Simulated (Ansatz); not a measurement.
`[SiH3][O][GeH]`. Charge 0, multiplicity 1. Geometry: relaxed with PBE0-D4/def2-TZVP.

```xyz
7

Si   -0.463   -0.574    0.735
O     0.521    0.103   -0.393
Ge    0.391    1.534   -1.460
H    -1.727    0.204    0.870
H     0.236   -0.595    2.045
H    -0.790   -1.964    0.329
H     1.832    1.291   -2.125
```

Problem. What is the dipole moment at r2SCAN/def2-TZVPP? (Estimate.)

Solution. Computed: 0.71 D, with components (-0.36, 0.57, -0.24) D in this frame, pointing from negative to positive charge.

Problem. And with PBE, B3LYP, ωB97M-V? (Best estimate.)

Solution. The calculation gave: PBE 0.73 D, B3LYP 0.91 D, ωB97M-V 0.95 D.

Problem. Give the Mulliken charges with r2SCAN, ωB97M-V, B3LYP in def2-TZVPP. (An estimate is asked.)

Solution. Ansatz gave: 
```tsv
atom	r2SCAN	ωB97M-V	B3LYP
Si1	0.47	0.33	0.43
O2	-0.47	-0.47	-0.45
Ge3	0.34	0.32	0.34
H4	-0.08	-0.04	-0.08
H5	-0.08	-0.04	-0.08
H6	-0.08	-0.04	-0.08
H7	-0.09	-0.05	-0.08
```

B3LYP here is the variant with VWN-RPA as its local correlation; programs differ in this.
